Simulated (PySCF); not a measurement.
Input for PySCF: R-HF/3-21G on PO+, 2S+1 = 1, a spin state set in the input, which need not be the lowest, a point of a bond scan (R = 1.505 Å). Charge +1.

```python
from pyscf import gto, scf, dft, mp
from pyscf.data.elements import chemcore

mol = gto.M(
    atom='''
    O     0.00000000    0.00000000    0.00000000
    P     0.00000000    0.00000000    1.50501600
    ''',
    basis='3-21g',
    charge=1, spin=0, verbose=3, max_memory=1800)
mf = scf.RHF(mol)
mf.conv_tol = 1e-8
mf.max_cycle = 100
mf.kernel()
if not mf.converged:
    mf = mf.newton().run(mf.mo_coeff, mf.mo_occ)
```

Predict the final total energy.

-413.0831 hartree.
